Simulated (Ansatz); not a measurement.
Ga₂Te₃⁺, 5 atoms. Hardware: 4 threads of Arm Neoverse V2 on a shared host.

In the def2 sets Te takes a core potential; there is no spin–orbit coupling. Correlated methods freeze 30 core orbitals; core or outer-core shells of Ga, Te are correlated, in sets that lack core-valence functions.

(1) How many basis functions does each of these Ansatz runs have, and roughly what does it cost? B2PLYP/def2-TZVP, charge 1 doublet, energy, from earlier orbitals; LC-ωPBE/def2-TZVP, charge 1 doublet, energy, from earlier orbitals; PBE-D4/def2-SVP, charge 1 doublet, energy with a search over starts; r2SCAN-D4/def2-SVP, charge 1 doublet, relaxation, 6 steps; PBE-D4/def2-SVP, charge 1 doublet, energy, from earlier orbitals; r2SCAN-D4/def2-TZVP, charge 1 doublet, energy, from earlier orbitals; PBE0-D4/def2-SVP, charge 1 doublet, energy, from earlier orbitals; HF/STO-3G, charge 1 doublet, energy; MP2/def2-TZVP, charge 1 doublet, energy, from earlier orbitals; PBE-D4/def2-TZVP, charge 1 doublet, energy and forces, from earlier orbitals; PBE0-D4/def2-TZVP, charge 1 doublet, energy, from earlier orbitals; RPA@PBE/def2-TZVP, charge 1 doublet, energy, from earlier orbitals.

Answers

(1) Other jobs shared the machine, so times can vary by a factor of up to 3. A dash marks memory too small to be measured apart from the calling script's.

```
                                                                         run  functions  fitting or Cholesky vectors  wall time  peak host memory (GiB)
            PBE-D4/def2-SVP, charge 1 doublet, energy, from earlier orbitals        142                         1670      3.9 s                       –
PBE-D4/def2-TZVP, charge 1 doublet, energy and forces, from earlier orbitals        246                         1894      7.5 s                       –
           PBE0-D4/def2-SVP, charge 1 doublet, energy, from earlier orbitals        142                         1637      7.5 s                     0.8
         PBE-D4/def2-SVP, charge 1 doublet, energy with a search over starts        142                         1670      8.5 s                       –
          PBE0-D4/def2-TZVP, charge 1 doublet, energy, from earlier orbitals        246                         2082       15 s                     1.3
        r2SCAN-D4/def2-TZVP, charge 1 doublet, energy, from earlier orbitals        246                         1894       17 s                    0.62
          LC-ωPBE/def2-TZVP, charge 1 doublet, energy, from earlier orbitals        246                         1894       21 s                       1
          RPA@PBE/def2-TZVP, charge 1 doublet, energy, from earlier orbitals        246                         2082       21 s                     1.1
              MP2/def2-TZVP, charge 1 doublet, energy, from earlier orbitals        246                         2082       24 s                     1.3
           B2PLYP/def2-TZVP, charge 1 doublet, energy, from earlier orbitals        246                         2082       24 s                     1.3
                   r2SCAN-D4/def2-SVP, charge 1 doublet, relaxation, 6 steps        142                         1670       31 s                       –
                                         HF/STO-3G, charge 1 doublet, energy        117                         1217       44 s                     1.6
```
